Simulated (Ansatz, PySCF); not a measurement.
Species: sum formula InO$_{2}$H$_{2}$, charge -1, multiplicity 1. 
Structure (B3LYP-D3(BJ)/def2-TZVP (Ansatz, a program for electronic structure) minimum search):
```xyz
5

In     0.2010     0.0942     0.3470
O      0.7655     0.2524    -1.6972
H     -0.0073    -0.0796    -2.1716
O     -1.7179    -0.7089    -0.2281
H     -2.2227    -0.8865     0.5731
```
Charge -1, spin multiplicity 1.

Total electronic energies in hartree. Valence correlation only, unless marked. Spin-orbit coupling is left out. Frozen are the shells of the preceding noble gas and the d and f shells that filled before the atom's block. In def2 rows, elements after Kr have scalar-relativistic effective core potentials. STO-3G rows are all-electron and non-relativistic. CBS marks a two-point X^-3 extrapolation of the correlation energy; Hartree-Fock from the larger set. The bracket is a focal-point correction in the basis named.

```json
[
 {"level": "HF/def2-QZVPP", "program": "Ansatz", "energy (Eh)": "-340.24096"},
 {"level": "HF-D4/def2-TZVPD", "program": "PySCF + dftd4", "energy (Eh)": "-340.24414"},
 {"level": "PBE-D3(BJ)/def2-TZVPD", "program": "Ansatz + dftd3", "energy (Eh)": "-341.80878"},
 {"level": "B3LYP-D3(BJ)/def2-TZVPD", "program": "Ansatz + dftd3", "energy (Eh)": "-342.03638"},
 {"level": "PBE0/STO-3G", "program": "Ansatz", "energy (Eh)": "-5833.81542"},
 {"level": "PBE0-D3(BJ)/def2-TZVPD", "program": "Ansatz + dftd3", "energy (Eh)": "-341.79262"},
 {"level": "PBE0/def2-QZVPP", "program": "Ansatz", "energy (Eh)": "-341.79883"},
 {"level": "r2SCANh-D4/def2-TZVPD", "program": "Ansatz + dftd4", "energy (Eh)": "-341.92762"},
 {"level": "PW6B95-D3(BJ)/def2-TZVPD", "program": "PySCF + dftd3", "energy (Eh)": "-342.23152"},
 {"level": "CAM-B3LYP-D4/def2-TZVPD", "program": "Ansatz + dftd4", "energy (Eh)": "-341.89394"},
 {"level": "LC-wPBE-D3(BJ)/def2-TZVPD", "program": "Ansatz + dftd3", "energy (Eh)": "-341.89124"},
 {"level": "MP2/STO-3G", "program": "Ansatz", "energy (Eh)": "-5831.62483"},
 {"level": "MP2/def2-TZVPP", "program": "Ansatz", "energy (Eh)": "-340.80654"},
 {"level": "CCSD(T)/def2-SVP", "program": "Ansatz", "energy (Eh)": "-340.48558"},
 {"level": "RI-MP2/CBS(def2-TZVPPD,def2-QZVPPD)+[CCSD(T)-MP2]/def2-TZVPPD", "program": "Ansatz", "energy (Eh)": "-340.9294"}
]
```

Totals of different functionals don't rank their quality; only differences between species are comparable.
